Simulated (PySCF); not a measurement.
MP2, SCS-MP2 and SOS-MP2 from spin components

System: CF3, charge -1, singlet, geometry from GFN2-xTB. Level: MP2/cc-pVDZ run with PySCF. Sums are taken with unrounded values, so a last digit can differ.

Input for PySCF:
```python
from pyscf import gto, scf, mp

mol = gto.Mole()
mol.atom = '''
    C     0.010183   -0.006571    0.532454
    F    -0.018076    1.277920   -0.102267
    F     1.110975   -0.622813   -0.147318
    F    -1.099689   -0.650726   -0.105384
'''
mol.basis = 'cc-pvdz'
mol.charge = -1
mol.spin = 0
mol.verbose = 4
mol.max_memory = 1800
mol.build()

mf = scf.RHF(mol)
mf.kernel()

pt = mp.MP2(mf, frozen=4)
pt.kernel()
print('E(MP2) = %.10f' % pt.e_tot)
```

It gave an SCF energy of -336.141955 Eh, a same-spin correlation energy of -0.187115 Eh and an opposite-spin one of -0.500285 Eh.

Problem. Work out the MP2, SCS-MP2 (6/5 and 1/3) and SOS-MP2 (1.3 and 0) correlation and total energies.

Solution. MP2: -0.500285 + (-0.187115) = -0.687400 Eh, total -336.829355 Eh, as the program printed. SCS-MP2: 1.2 × (-0.500285) + (-0.187115)/3 = -0.662713 Eh, total -336.804668 Eh. SOS-MP2: 1.3 × (-0.500285) = -0.650370 Eh, total -336.792325 Eh. Opposite spins carry 73 % of the MP2 correlation; same-spin pairs are already kept apart by exchange.
